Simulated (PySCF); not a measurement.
## Heteronuclear NMR

Molfile (atoms numbered from 1):
```
C4H10Si2
     RDKit          3D

 16 15  0  0  0  0  0  0  0  0999 V2000
    1.9143   -1.4261    0.3941 C   0  0  0  0  0  0  0  0  0  0  0  0
    2.1601    0.0673    0.2115 C   0  0  0  0  0  0  0  0  0  0  0  0
    0.9153    0.8891   -0.9745 Si  0  0  0  0  0  4  0  0  0  0  0  0
   -0.7686    0.7019   -0.2271 C   0  0  0  0  0  0  0  0  0  0  0  0
   -1.8601    0.5669    0.2813 C   0  0  0  0  0  0  0  0  0  0  0  0
   -3.5278    0.3652    1.0535 Si  0  0  0  0  0  4  0  0  0  0  0  0
    2.0110   -1.9500   -0.5547 H   0  0  0  0  0  0  0  0  0  0  0  0
    0.9116   -1.6042    0.7777 H   0  0  0  0  0  0  0  0  0  0  0  0
    2.6306   -1.8566    1.0933 H   0  0  0  0  0  0  0  0  0  0  0  0
    3.1763    0.2179   -0.1587 H   0  0  0  0  0  0  0  0  0  0  0  0
    2.1108    0.5563    1.1868 H   0  0  0  0  0  0  0  0  0  0  0  0
    1.2222    2.3190   -1.1138 H   0  0  0  0  0  0  0  0  0  0  0  0
    0.9250    0.2212   -2.2833 H   0  0  0  0  0  0  0  0  0  0  0  0
   -3.5233    1.0512    2.3489 H   0  0  0  0  0  0  0  0  0  0  0  0
   -4.5236    0.9573    0.1563 H   0  0  0  0  0  0  0  0  0  0  0  0
   -3.7812   -1.0674    1.2334 H   0  0  0  0  0  0  0  0  0  0  0  0
  1  2  1  0
  2  3  1  0
  3  4  1  0
  4  5  3  0
  5  6  1  0
  1  7  1  0
  1  8  1  0
  1  9  1  0
  2 10  1  0
  2 11  1  0
  3 12  1  0
  3 13  1  0
  6 14  1  0
  6 15  1  0
  6 16  1  0
M  END
```

- shielding tensors at PBE0/pcSseg-1 (GIAO)
- structure optimised with GFN2-xTB
- program: PySCF 2.14
- one conformer, non-relativistic Hamiltonian, isolated molecule, averaged over atoms made equivalent by symmetry, fast rotation or ring inversion

Q: What are the 29Si shifts?

A: 
```json
{"atoms": "Si3", "environment": "silicon bonded to 2 C, 2 H", "σ (ppm)": "412.6", "δ (ppm)": "-59.2"}
{"atoms": "Si6", "environment": "silicon bonded to C, 3 H", "σ (ppm)": "449.0", "δ (ppm)": "-89.1"}
```

Shieldings were converted by a linear fit to measured shifts: 29Si (scatter 8.9 ppm rms, 25.8 ppm with the 6 outliers that the fit left out vs TMS, solution or neat liquid). Occasional misses reach two or three times the rms, and more in compound classes unlike the fitted ones.

On a 600 MHz spectrometer 29Si resonates near 119.2 MHz, so 1 ppm is 119.2 Hz.
